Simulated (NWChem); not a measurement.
AlH2O2Cl; SMILES [OH][Al]([Cl])[OH]

```xyz
6

Al    -0.0391     0.4280     0.0000
Cl     0.2004    -1.6485     0.0000
O     -1.6142     1.0327     0.0000
H     -1.8398     1.9640     0.0000
O      1.2896     1.4747     0.0000
H      2.2097     1.2071     0.0000
```
Atoms are numbered in this order, from 1.

All runs: NWChem. Coordinates come from a PBE0/def2-SVP optimisation. Vzz is the largest principal value of the second derivative of the potential at the nucleus (NWChem prints the opposite sign); η is the asymmetry. Non-relativistic.

Task: What does the run give for Hartree-Fock/cc-pVTZ? Quantities: Vzz Al1 (a.u.); η Al1; Vzz Cl2 (a.u.); η Cl2; Vzz O3 (a.u.); η O3; Vzz O5 (a.u.); η O5.

Result: Vzz Al1 (a.u.): 1.039
η Al1: 0.43
Vzz Cl2 (a.u.): 1.211
η Cl2: 0.31
Vzz O3 (a.u.): 1.400
η O3: 0.11
Vzz O5 (a.u.): 1.396
η O5: 0.11
